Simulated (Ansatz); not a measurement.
Born–Oppenheimer molecular dynamics of FGe2H5 (8 atoms, charge 0, multiplicity 1). It starts at the highest image of a converged band, a first-order saddle point between two minima.

The calculation used RKS PBE/def2-SVP (Ansatz 0.2.0).

- ensemble: NVE (velocity Verlet)
- time step: 0.5 fs
- steps asked: 200
- starting velocities drawn for: 300 K
- seed: 8519

First frame:

```xyz
8
Properties=species:S:1:pos:R:3
Ge 0.305 0.091 -0.487
Ge 1.064 0.077 2.119
H -0.189 -0.141 3.015
H 2.045 -1.105 2.360
H 1.760 1.407 2.534
H 1.843 0.045 -0.309
H -0.521 1.068 0.386
F -0.370 -1.547 -0.375
```

Question: How far do the bonds stretch over the last three quarters of this one trajectory? (Pairs bonded in most of those frames.)

Answer: 
| bond | mean (Å) | spread (Å) | shortest | longest |
| --- | --- | --- | --- | --- |
| Ge1–H6 | 1.649 | 0.033 | 1.59 | 1.70 |
| Ge1–F8 | 1.821 | 0.025 | 1.78 | 1.85 |
| Ge2–H3 | 1.555 | 0.020 | 1.52 | 1.59 |
| Ge2–H4 | 1.542 | 0.009 | 1.53 | 1.56 |
| Ge2–H5 | 1.555 | 0.012 | 1.54 | 1.58 |
| Ge2–H7 | 1.667 | 0.127 | 1.46 | 1.93 |

Mean temperature of the second half: 704 K. The conserved energy stayed within 0.089 meV per atom of its start (net change -0.04 meV per atom), so the integration is sound. The kinetic energy rose, since the run started high on the potential surface and went downhill. It ends in pieces (FGeH + GeH4), so much of that is their flight and rotation, not heat. A run of 0.1 ps of so small a system gives no equilibrium averages. The orbitals stay closed-shell, which can raise the energy where a bond breaks towards radicals; this wasn't checked here.

Time of the run: 2.5 min on 2 threads of Intel(R) Xeon(R) 6975P-C (Granite Rapids), with other jobs on the host, peak memory 0.16 GiB.
